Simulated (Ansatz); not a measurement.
A nudged elastic band was laid between two geometries of F₃H₃W (7 atoms, charge 0, multiplicity 1).

All numbers below come from RHF/def2-SVP (Ansatz 0.2.0).

* movable images: 9
* climbing image: yes
* spring: 5.0 eV/Å²
* optimiser: quadratic models (default)
* start path: through a guess of the saddle point
* force threshold: 0.05 eV/Å
* iteration limit: 60
* end points: relaxed

Initial state:

```xyz
7
Properties=species:S:1:pos:R:3
W 0.085 0.410 0.108
H 0.149 -1.198 1.170
F 1.884 0.423 0.503
F 0.017 2.260 -0.312
F -1.729 0.203 0.346
H 0.209 -1.503 0.432
H 0.195 -0.465 -1.309
```

Final state:

```xyz
7
Properties=species:S:1:pos:R:3
W -0.859 0.560 -0.131
H 1.884 -1.127 0.753
F 2.514 -0.483 0.720
F 0.199 2.048 0.053
F -2.557 -0.073 -0.436
H -0.398 -0.399 1.168
H 0.025 -0.395 -1.187
```

Q: Which bonds break or form, and what moves?

A: Bonds broken: W1–H2, W1–F3, H2–H6. Bonds formed: H2–F3. F3H3W becomes F2H2W + FH.

Q: What energy profile does the band end with?

A: It converged. The highest image is number 4 of 0 to 10, 1.70 eV above the first end and 0.86 eV above the last; the last end lies 0.84 eV above the first. A vibrational analysis at the climbing image gives one clearly imaginary mode, 1495i cm⁻¹: a first-order saddle point. The orbitals stay closed-shell, which can raise the energy where a bond breaks towards radicals; this wasn't checked here.

```tsv
image	path coordinate (Å)	energy (eV)	W1–H2 (Å)	W1–F3 (Å)	H2–H6 (Å)
0	0.00	0.00	1.93	1.84	0.80
1	0.54	0.22	2.20	1.84	0.75
2	1.08	0.32	2.22	1.86	0.75
3	1.62	0.77	2.03	1.92	0.76
4	2.16	1.70	1.98	2.12	0.99
5	2.57	1.24	2.25	2.32	1.40
6	2.98	1.01	2.64	2.51	1.78
7	3.39	0.93	2.99	2.80	2.07
8	3.80	0.88	3.23	3.19	2.21
9	4.22	0.85	3.35	3.53	2.29
10	4.63	0.84	3.34	3.63	2.43
```

Q: What is the geometry of the highest image?

A: 
```xyz
7
Properties=species:S:1:pos:R:3:forces:R:3
W -0.320 0.395 -0.017 0.00 0.00 0.00
H 0.971 -0.799 0.885 0.01 0.00 0.00
F 1.635 0.145 0.766 0.00 0.00 0.00
F 0.300 2.145 -0.065 0.00 0.00 0.00
F -2.064 -0.169 -0.006 0.00 0.00 0.00
H 0.083 -1.237 0.788 0.00 0.00 0.00
H 0.205 -0.349 -1.411 0.00 0.00 0.00
```

Q: What are the harmonic wavenumbers there?

A: 1495i, 169, 179, 260, 344, 522, 639, 691, 734, 767, 1144, 1316, 1970, 2014, 2212 cm⁻¹.

Time of the run: 2.8 min on 2 threads of Arm Neoverse V2, on a shared host, peak memory 0.17 GiB.
